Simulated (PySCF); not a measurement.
**Electron affinity of Ag by level of theory**

Ag⁻ [Kr] 4d10 5s2 (1S) → Ag [Kr] 4d10 5s1 (2S), as a difference of total energies. Computed with PySCF 2.14 in def2-TZVPPD with the def2 core potential (28 electrons), with scalar relativity through the core potential. Correlated levels: valence: 4s2 4p6 frozen; valence and next inner shell: nothing frozen outside the core potential. The calculations carry no spin-orbit coupling.

```json
{"method": "UHF", "electron affinity (eV)": "-0.141"}
{"method": "LDA", "electron affinity (eV)": "1.483"}
{"method": "PBE", "electron affinity (eV)": "1.198"}
{"method": "PBE0", "electron affinity (eV)": "0.978"}
{"method": "r2SCAN", "electron affinity (eV)": "1.081"}
{"method": "BLYP", "electron affinity (eV)": "1.231"}
{"method": "MN15", "electron affinity (eV)": "1.396"}
{"method": "r2SCANh", "electron affinity (eV)": "1.029"}
{"method": "revPBE", "electron affinity (eV)": "1.090"}
{"method": "MP2 (valence)", "electron affinity (eV)": "0.851"}
{"method": "MP2 (valence and next inner shell)", "electron affinity (eV)": "0.906"}
```

Task: Estimate what SCS-MP2 (valence) gives.

Result: 0.858 eV, closest to MP2 (valence) among the rows shown.

Task: Estimate what SCS-MP2 (valence and next inner shell) gives.

Result: 0.899 eV, closest to MP2 (valence and next inner shell) among the rows shown.

Errors of the correlated levels include the incompleteness of this basis and the frozen core.

A negative affinity means that the anion lies above the atom at that level of theory.

In the anion the highest occupied orbital energy is positive at LDA, PBE, PBE0, r2SCAN, BLYP, r2SCANh, revPBE, a self-interaction effect; the basis confines that electron, and the energy difference can still be sensible.

For comparison: 1.304 eV (measured; photodetachment measurements, as compiled on the Wikipedia data page of electron affinities).
